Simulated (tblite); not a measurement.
Species: C5H7B2BrO.
Numbering: `[CH3:1][B:2]([BH:3][Br:4])[c:5]1[cH:6][cH:7][cH:8][o:9]1` (hydrogens: H10, H11, H12 on C1; H13 on B3; H14 on C6; H15 on C7; H16 on C8)

Computed with GFN2-xTB (tblite), gas phase: L-BFGS steps from a force-field or distance-geometry start until the largest atomic force falls under 0.01 eV/Å.

Step 53: E = -677.1797 eV
```
atom  x, y, z in Å  |  force x, y, z in eV/Å
C1     -1.6755    1.3476   -0.5843    0.033   0.044  -0.038
B2     -1.0570    0.0179    0.0106   -0.002  -0.013  -0.012
B3     -2.1202   -1.1601    0.5185   -0.052  -0.138   0.079
Br4    -3.6424   -1.5390   -0.5295    0.153  -0.074   0.102
C5      0.4696   -0.1383    0.0745   -0.036  -0.063  -0.040
C6      1.5311    0.7051   -0.2086   -0.068   0.031  -0.010
C7      2.7162    0.0178    0.0962   -0.034   0.006   0.030
C8      2.3184   -1.2124    0.5451   -0.017  -0.001   0.002
O9      0.9946   -1.3167    0.5309   -0.027  -0.054   0.058
H10    -1.0786    2.2394   -0.4266    0.002   0.082   0.117
H11    -1.7428    1.2366   -1.6685   -0.025  -0.103  -0.010
H12    -2.6929    1.5313   -0.2394    0.077   0.110  -0.015
H13    -2.0692   -1.7519    1.5471   -0.070   0.133  -0.193
H14     1.4565    1.7049   -0.5828   -0.008   0.045  -0.026
H15     3.7157    0.3904    0.0053    0.030  -0.053   0.001
H16     2.8688   -2.0639    0.9002    0.043   0.048  -0.045
```

Step 54: E = -677.1893 eV
```
atom  x, y, z in Å  |  force x, y, z in eV/Å
C1     -1.6728    1.3582   -0.5831   -0.036  -0.001  -0.026
B2     -1.0580    0.0241    0.0056    0.015  -0.060   0.020
B3     -2.1136   -1.1544    0.5222   -0.085  -0.129   0.124
Br4    -3.6031   -1.5909   -0.5485    0.139  -0.073   0.097
C5      0.4663   -0.1461    0.0614    0.006   0.019  -0.051
C6      1.5268    0.7031   -0.2119    0.013   0.020   0.020
C7      2.7109    0.0160    0.0987    0.001  -0.059   0.051
C8      2.3136   -1.2177    0.5400   -0.010  -0.007  -0.029
O9      0.9900   -1.3276    0.5145   -0.010   0.032   0.045
H10    -1.0855    2.2556   -0.4186    0.039   0.022   0.020
H11    -1.7618    1.2351   -1.6646    0.076  -0.027  -0.013
H12    -2.6875    1.5390   -0.2361   -0.022   0.112   0.062
H13    -2.0823   -1.7086    1.5754   -0.057   0.145  -0.252
H14     1.4674    1.7091   -0.5766   -0.074  -0.025  -0.017
H15     3.7142    0.3832    0.0189   -0.009  -0.031  -0.005
H16     2.8678   -2.0693    0.8913    0.016   0.064  -0.046
```

Step 55: E = -677.1949 eV
```
atom  x, y, z in Å  |  force x, y, z in eV/Å
C1     -1.6718    1.3656   -0.5785   -0.056  -0.012  -0.005
B2     -1.0589    0.0291    0.0093    0.015  -0.074  -0.003
B3     -2.1151   -1.1475    0.5280   -0.104  -0.117   0.099
Br4    -3.5684   -1.6429   -0.5698    0.164  -0.046   0.109
C5      0.4651   -0.1506    0.0508    0.021   0.049  -0.040
C6      1.5261    0.7009   -0.2145    0.042   0.018   0.037
C7      2.7094    0.0121    0.0972    0.010  -0.046   0.053
C8      2.3118   -1.2239    0.5308   -0.015   0.001  -0.028
O9      0.9880   -1.3358    0.4983   -0.004   0.075   0.049
H10    -1.0890    2.2677   -0.4172    0.047  -0.034  -0.013
H11    -1.7688    1.2318   -1.6582    0.100   0.007  -0.011
H12    -2.6849    1.5465   -0.2282   -0.049   0.111   0.074
H13    -2.1091   -1.6682    1.5978   -0.041   0.132  -0.240
H14     1.4784    1.7123   -0.5684   -0.119  -0.060  -0.020
H15     3.7122    0.3837    0.0244   -0.021  -0.048  -0.004
H16     2.8675   -2.0720    0.8870    0.009   0.043  -0.059
```

Step 56: E = -677.1989 eV
```
atom  x, y, z in Å  |  force x, y, z in eV/Å
C1     -1.6695    1.3779   -0.5763   -0.073  -0.036   0.035
B2     -1.0618    0.0347    0.0064    0.010  -0.059  -0.019
B3     -2.1120   -1.1469    0.5287    0.015   0.039  -0.003
Br4    -3.5400   -1.6928   -0.5560   -0.017  -0.075  -0.086
C5      0.4612   -0.1550    0.0346    0.037   0.086  -0.005
C6      1.5240    0.6985   -0.2192    0.068   0.003   0.048
C7      2.7046    0.0078    0.1002    0.015  -0.006   0.032
C8      2.3044   -1.2292    0.5255    0.006   0.002  -0.006
O9      0.9809   -1.3421    0.4832    0.007   0.096   0.033
H10    -1.0903    2.2837   -0.4141    0.063  -0.103  -0.053
H11    -1.7710    1.2343   -1.6542    0.117   0.054  -0.021
H12    -2.6809    1.5625   -0.2246   -0.078   0.094   0.083
H13    -2.1161   -1.6483    1.5939    0.030   0.038   0.054
H14     1.4872    1.7134   -0.5657   -0.156  -0.083  -0.025
H15     3.7078    0.3813    0.0366   -0.030  -0.058  -0.001
H16     2.8639   -2.0710    0.8897   -0.014   0.009  -0.065
```

Question: Estimate the geometry and energy of step 57. (The exact step hangs on the optimiser's Hessian estimate; all steps are aligned on step 56, rigid shifts and turns removed.)

Answer: E = -677.2023 eV, largest force 0.277 eV/Å
```
atom  x, y, z in Å  |  force x, y, z in eV/Å
C1     -1.6699    1.3813   -0.5610   -0.055  -0.021   0.019
B2     -1.0612    0.0380    0.0250    0.015  -0.055  -0.059
B3     -2.1274   -1.1304    0.5431   -0.127  -0.122   0.034
Br4    -3.4740   -1.7732   -0.6221    0.230   0.041   0.149
C5      0.4638   -0.1577    0.0277    0.016   0.057   0.048
C6      1.5274    0.6963   -0.2187    0.041   0.031   0.040
C7      2.7083    0.0016    0.0903    0.018   0.058   0.019
C8      2.3098   -1.2390    0.5033   -0.008   0.026   0.033
O9      0.9854   -1.3499    0.4632   -0.002   0.088   0.046
H10    -1.0921    2.2934   -0.4214    0.058  -0.162  -0.014
H11    -1.7711    1.2196   -1.6367    0.073   0.059  -0.018
H12    -2.6795    1.5692   -0.2044   -0.055   0.094   0.053
H13    -2.2022   -1.5698    1.6451    0.011   0.123  -0.219
H14     1.4972    1.7173   -0.5479   -0.182  -0.087  -0.040
H15     3.7068    0.3875    0.0272   -0.012  -0.103   0.007
H16     2.8711   -2.0754    0.8758   -0.022  -0.028  -0.097
```

The energy changes by -0.0034 eV. The first-order estimate −F·Δx gives -0.0111 eV and the mean of the old and new forces, exact on a quadratic surface, -0.0016 eV. The step makes an angle of 81° with the force vector and moves no atom by more than 0.127 Å.

What follows is the cost of the whole relaxation. On one thread, Intel Xeon at 2.50 GHz (x86_64), no GPU (shared host), this took 3.5 s.
